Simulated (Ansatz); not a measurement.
# Nudged elastic band run: FGeH₅S

input.yaml

```yaml
crystal:
  periodic: [false, false, false]
  atoms:
    - { symbol: Ge, position_ang: [0.406145, 0.073063, -0.23542] }
    - { symbol: F, position_ang: [0.065503, -0.161834, 1.479827] }
    - { symbol: H, position_ang: [1.937542, -0.023516, -0.356354] }
    - { symbol: H, position_ang: [-0.119895, 1.467766, -0.604734] }
    - { symbol: H, position_ang: [-0.302734, -1.065925, -0.9844] }
    - { symbol: S, position_ang: [-3.295835, 0.094404, 1.161135] }
    - { symbol: H, position_ang: [-3.401582, -1.245673, 1.013443] }
    - { symbol: H, position_ang: [-2.080144, -0.011086, 1.750105] }
basis:
  gaussian: { orbitals: def2-SVP }
hamiltonian:
  xc: b3lyp
neb:
  order_check: false
  images: 5
  f_tol: 0.05
  max_iterations: 60
  final_atoms:
    - { symbol: Ge, position_ang: [-0.4045161, -0.08869637, -0.52972287] }
    - { symbol: F, position_ang: [-0.36299204, 0.69069685, 2.60419843] }
    - { symbol: H, position_ang: [0.60580982, -0.93459107, 0.25709865] }
    - { symbol: H, position_ang: [-0.06061014, 1.40513362, -0.52048344] }
    - { symbol: H, position_ang: [-0.54687503, -0.61178256, -1.97252244] }
    - { symbol: S, position_ang: [-2.4395456, -0.2066395, 0.49144889] }
    - { symbol: H, position_ang: [-2.40359576, -1.54786629, 0.67237206] }
    - { symbol: H, position_ang: [-1.17867515, 0.42094432, 2.22121273] }
  initial_path:
    images:
      - { positions_ang: [[0.406145, 0.073063, -0.23542], [0.065503, -0.161834, 1.479827], [1.937542, -0.023516, -0.356354], [-0.119895, 1.467766, -0.604734], [-0.302734, -1.065925, -0.9844], [-3.295835, 0.094404, 1.161135], [-3.401582, -1.245673, 1.013443], [-2.080144, -0.011086, 1.750105]] }
      - { positions_ang: [[0.2696647, 0.05171765, -0.15840026], [0.04652217, -0.10825826, 1.66174444], [1.7767662, -0.00777999, -0.41390987], [-0.32882908, 1.40194644, -0.57313517], [-0.44377264, -1.13034155, -0.83049559], [-3.00334868, 0.05793568, 1.04533965], [-3.32484473, -1.12713394, 0.68288041], [-1.78315795, -0.01088703, 1.80957839]] }
      - { positions_ang: [[0.1331844, 0.0303723, -0.08138051], [0.02754134, -0.05468251, 1.84366187], [1.61599041, 0.00795602, -0.47146575], [-0.53776315, 1.33612687, -0.54153633], [-0.58481129, -1.19475811, -0.67659117], [-2.71086235, 0.02146735, 0.92954429], [-3.24810746, -1.00859487, 0.35231783], [-1.48617189, -0.01068806, 1.86905178]] }
      - { positions_ang: [[-0.00329591, 0.00902696, -0.00436077], [0.00856051, -0.00110677, 2.02557931], [1.45521461, 0.02369203, -0.52902162], [-0.74669723, 1.27030731, -0.5099375], [-0.72584993, -1.25917466, -0.52268676], [-2.41837603, -0.01500097, 0.81374894], [-3.17137018, -0.89005581, 0.02175524], [-1.18918584, -0.01048909, 1.92852516]] }
      - { positions_ang: [[-0.13703597, -0.02354749, -0.17948147], [-0.11529034, 0.22949444, 2.21845235], [1.17207968, -0.29573567, -0.26698153], [-0.51800154, 1.31524941, -0.51345281], [-0.66619163, -1.04337729, -1.00596532], [-2.42543255, -0.07888048, 0.70631559], [-2.91544538, -1.10932597, 0.23862751], [-1.18568227, 0.13332205, 2.02608768]] }
      - { positions_ang: [[-0.27077603, -0.05612193, -0.35460217], [-0.23914119, 0.46009565, 2.41132539], [0.88894475, -0.61516337, -0.00494144], [-0.28930584, 1.36019151, -0.51696813], [-0.60653333, -0.82757992, -1.48924388], [-2.43248908, -0.14275999, 0.59888224], [-2.65952057, -1.32859613, 0.45549978], [-1.18217871, 0.27713318, 2.12365021]] }
      - { positions_ang: [[-0.4045161, -0.08869637, -0.52972287], [-0.36299204, 0.69069685, 2.60419843], [0.60580982, -0.93459107, 0.25709865], [-0.06061014, 1.40513362, -0.52048344], [-0.54687503, -0.61178256, -1.97252244], [-2.4395456, -0.2066395, 0.49144889], [-2.40359576, -1.54786629, 0.67237206], [-1.17867515, 0.42094432, 2.22121273]] }
```

Launched with:

```bash
$ ansatz run input.yaml --threads 2 --pin off --max-ram 3072MiB --backend cpu --events-out ev --progress --plain --runs-dir out
```

Output, in part (warnings, iteration lines, the closing report on the highest movable image, with atoms numbered from 0):

```
NEB end point (image 0): max|allowed force component| = 1.657e-2 eV/Å (the criterion of neb.relax_end_points is 1.000e-2)
NEB end point (image 6): max|allowed force component| = 1.900e-2 eV/Å (the criterion of neb.relax_end_points is 1.000e-2)
NEB iter   1: max|band force component| = 5.391e0 eV/Å  barrier→ = 3.1795 eV  barrier← = 3.0235 eV  Δτ_max = 0.2000 Å  (175 SCF iters)
NEB iter   2: max|band force component| = 1.870e0 eV/Å  barrier→ = 2.1177 eV  barrier← = 1.9617 eV  Δτ_max = 0.1959 Å  (140 SCF iters)
NEB iter   3: max|band force component| = 1.160e0 eV/Å  barrier→ = 1.6120 eV  barrier← = 1.4560 eV  Δτ_max = 0.2000 Å  (140 SCF iters)
NEB iter   4: max|band force component| = 8.036e-1 eV/Å  barrier→ = 1.5137 eV  barrier← = 1.3578 eV  Δτ_max = 0.1980 Å  (138 SCF iters)
NEB iter   5: max|band force component| = 8.644e-1 eV/Å  barrier→ = 1.4461 eV  barrier← = 1.2901 eV  Δτ_max = 0.1012 Å  (140 SCF iters)
NEB iter   6: max|band force component| = 7.048e-1 eV/Å  barrier→ = 1.2846 eV  barrier← = 1.1286 eV  Δτ_max = 0.1021 Å  (140 SCF iters)
NEB iter   7: max|band force component| = 1.176e0 eV/Å  barrier→ = 1.1598 eV  barrier← = 1.0039 eV  Δτ_max = 0.0503 Å  (134 SCF iters)
NEB iter   8: max|band force component| = 6.895e-1 eV/Å  barrier→ = 1.0744 eV  barrier← = 0.9185 eV  CI = image 3  Δτ_max = 0.1002 Å  (130 SCF iters)
NEB iter   9: max|band force component| = 4.227e-1 eV/Å  barrier→ = 1.2594 eV  barrier← = 1.1035 eV  CI = image 3  Δτ_max = 0.2000 Å  (133 SCF iters)
NEB iter  10: max|band force component| = 1.126e0 eV/Å  barrier→ = 1.3955 eV  barrier← = 1.2395 eV  CI = image 3  Δτ_max = 0.0991 Å  (140 SCF iters)
NEB iter  11: max|band force component| = 2.231e-1 eV/Å  barrier→ = 1.3651 eV  barrier← = 1.2091 eV  CI = image 3  Δτ_max = 0.1120 Å  (134 SCF iters)
NEB iter  12: max|band force component| = 1.698e-1 eV/Å  barrier→ = 1.3620 eV  barrier← = 1.2060 eV  CI = image 3  Δτ_max = 0.0410 Å  (130 SCF iters)
NEB iter  13: max|band force component| = 7.115e-2 eV/Å  barrier→ = 1.3560 eV  barrier← = 1.2000 eV  CI = image 3  Δτ_max = 0.0138 Å  (132 SCF iters)
NEB iter  14: max|band force component| = 5.761e-2 eV/Å  barrier→ = 1.3556 eV  barrier← = 1.1997 eV  CI = image 3  Δτ_max = 0.0136 Å  (121 SCF iters)
NEB iter  15: max|band force component| = 3.064e-2 eV/Å  barrier→ = 1.3550 eV  barrier← = 1.1991 eV  CI = image 3  Δτ_max = 0.0000 Å  (252 SCF iters)
Total energy: -70140.37132235 eV, -2577.6111032451 hartree
Atom 0 at    -0.191224     0.066245    -0.220121 Å, force    -0.007870    -0.010472     0.006178 eV/Å
Atom 1 at    -0.156333    -0.149649     1.862531 Å, force    -0.021430     0.011544     0.001759 eV/Å
Atom 2 at     1.331885    -0.105878    -0.000828 Å, force     0.001693    -0.006836     0.000858 eV/Å
Atom 3 at    -0.428486     1.483502    -0.765185 Å, force     0.000680     0.006064     0.008816 eV/Å
Atom 4 at    -0.650913    -1.111115    -1.099427 Å, force    -0.003778     0.002439    -0.014888 eV/Å
Atom 5 at    -2.606888     0.159337     0.859126 Å, force     0.017887    -0.030484    -0.000088 eV/Å
Atom 6 at    -2.829481    -1.171427     0.739310 Å, force     0.006270     0.018152     0.007385 eV/Å
Atom 7 at    -1.259561    -0.043818     1.848195 Å, force     0.006548     0.009593    -0.010021 eV/Å
Dipole moment:     0.096200    -0.152719    -0.223840 e Å
```

It converged. A vibrational analysis at the climbing image gives one clearly imaginary mode, 536i cm⁻¹: a first-order saddle point. The orbitals stay closed-shell, which can raise the energy where a bond breaks towards radicals; this wasn't checked here.

Final band (atoms are numbered from 1 in the order of the input):

```csv
image,path coordinate (Å),energy (kcal/mol),Ge1–F2 (Å),S6–H8 (Å),Ge1–S6 (Å)
0,0.00,0.0,1.76,1.35,3.96
1,0.65,0.8,1.77,1.36,3.58
2,1.31,10.7,1.82,1.39,3.05
3,1.96,31.2,2.09,1.68,2.65
4,2.92,11.8,2.86,2.02,2.33
5,3.88,4.5,3.33,2.22,2.28
6,4.84,3.6,3.23,2.23,2.28
```

Run time: 4.4 min on 2 threads of Arm Neoverse N1 (shared host), peak memory 0.19 GiB.
